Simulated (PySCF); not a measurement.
AuCl4, SMILES [Cl][Au-]([Cl])([Cl])[Cl], charge -1, multiplicity 1. Heavy atoms are numbered as in [Au-:1]([Cl:2])([Cl:3])([Cl:4])[Cl:5].

The structure is a stationary point at PBE0-D3(BJ)/def2-SVPD. The multiplicity is an assumed one; other spin states were not compared. The isomer is the one that the SMILES or the coordinates give; other isomers of the formula were not compared. The def2 effective core potentials stand for the cores of Au; spin–orbit coupling is left out.

Method: PBE/def2-SVPD (PySCF).

Mulliken values depend strongly on the basis, most of all with diffuse functions as here. ESP charges are fitted to the potential on shells at 1.4 to 2.0 van der Waals radii. Atomic charges (e), one atom of each kind:

```json
[
 {"atom": "Au1", "Mulliken": "0.86", "ESP fit": "0.42"},
 {"atom": "Cl2", "Mulliken": "-0.46", "ESP fit": "-0.35"}
]
```
